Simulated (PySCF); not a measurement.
Species: C₆H₁₃As.
Atom-mapped SMILES: `[CH2:1]=[CH:2][CH2:3][C@@H:4]([AsH2:5])[CH2:6][CH3:7]` (hydrogens: H8, H9 on C1; H10 on C2; H11, H12 on C3; H13 on C4; H14, H15 on As5; H16, H17 on C6; H18, H19, H20 on C7)

Structure used (PBE0-D3(BJ)/def2-SVP), in Å, numbered top down from 1:
```xyz
20
C6H13As angstrom
C     -2.5043   -1.8494   -0.5395
C     -2.1074   -0.6513   -0.1086
C     -0.7773   -0.3672    0.5171
C      0.1207    0.5770   -0.2955
As    -0.7619    2.3577   -0.4830
C      1.5396    0.6725    0.2649
C      2.3385   -0.6232    0.1916
H     -3.4861   -1.9968   -0.9972
H     -1.8608   -2.7309   -0.4477
H     -2.7867    0.2025   -0.2267
H     -0.9254    0.0662    1.5248
H     -0.2487   -1.3224    0.6697
H      0.1687    0.1940   -1.3312
H     -0.3680    2.8368    0.9144
H      0.4484    3.0363   -1.1174
H      1.4869    1.0226    1.3114
H      2.0852    1.4573   -0.2839
H      1.9016   -1.4227    0.8090
H      2.3964   -0.9966   -0.8435
H      3.3687   -0.4675    0.5458
```

All values: PBE0/def2-SVPD (PySCF, non-relativistic), on one gas-phase PBE0-D3(BJ)/def2-SVP geometry that isn't relaxed in the solvent. The solvent is an IEF-PCM continuum (Bondi radii, 1.10 Å for H, scaled by 1.2), and excitations are vertical TDDFT with non-equilibrium linear response and a frozen core. Only the electrostatic response of the medium enters. Spin–orbit coupling is left out although an atom past zinc is present.

Gas-phase singlets (H = HOMO, L = LUMO):

```
state  E (eV)  λ (nm)      f  leading configurations
   S1   6.056     205  0.051                 H→L 94%
   S2   6.332     196  0.036               H→L+1 92%
   S3   6.698     185  0.033               H→L+2 90%
   S4   6.821     182  0.063  H-1→L 44%, H-1→L+1 42%
   S5   6.826     182  0.157    H→L+4 55%, H→L+3 29%
```

Task: Give the list for chloroform (ε = 4.711), n² = 2.09.

Result: 
```json
{"state": "S1", "E (eV)": "6.054", "λ (nm)": "205", "f": "0.076", "leading configurations": "H→L 93%", "change by rank (eV)": "-0.002"}
{"state": "S2", "E (eV)": "6.345", "λ (nm)": "195", "f": "0.075", "leading configurations": "H→L+1 90%", "change by rank (eV)": "+0.013"}
{"state": "S3", "E (eV)": "6.664", "λ (nm)": "186", "f": "0.052", "leading configurations": "H→L+2 92%", "change by rank (eV)": "-0.034"}
{"state": "S4", "E (eV)": "6.742", "λ (nm)": "184", "f": "0.273", "leading configurations": "H→L+3 87%", "change by rank (eV)": "-0.079"}
{"state": "S5", "E (eV)": "6.859", "λ (nm)": "181", "f": "0.132", "leading configurations": "H-1→L 61%, H-1→L+1 34%", "change by rank (eV)": "+0.033"}
```

Task: How do the frontier levels move from gas to chloroform?

Result: 
```csv
orbital,gas (eV),solvent (eV),change (eV),"Löwdin shares, gas","Löwdin shares, solvent"
LUMO+2,0.80,0.89,+0.09,"As5 45 %, H14 14 %, H15 8 %, C2 5 %","As5 50 %, H14 15 %, H15 8 %, C2 5 %"
LUMO+1,0.39,0.51,+0.12,"As5 26 %, C2 11 %, H15 11 %, C1 8 %","As5 30 %, H15 12 %, C2 10 %, C4 6 %"
LUMO,0.06,0.13,+0.07,"C1 24 %, C2 22 %, As5 14 %, H14 5 %","C1 27 %, C2 25 %, As5 12 %, C3 5 %"
HOMO,-7.04,-6.99,+0.05,"As5 59 %, C4 12 %, H14 6 %, H15 6 %","As5 59 %, C4 12 %, H14 6 %, H15 6 %"
HOMO-1,-7.49,-7.45,+0.04,"C1 38 %, C2 34 %, C3 8 %, C4 4 %","C1 38 %, C2 34 %, C3 8 %, C4 4 %"
HOMO-2,-8.67,-8.54,+0.13,"As5 26 %, C4 23 %, C3 11 %, H14 8 %","As5 26 %, C4 23 %, C3 11 %, H14 8 %"
HOMO-3,-9.39,-9.21,+0.18,"C6 23 %, C7 13 %, C4 12 %, H16 12 %","C6 24 %, C7 14 %, H16 13 %, C4 11 %"
```

The HOMO–LUMO gap goes from 7.10 to 7.11 eV.
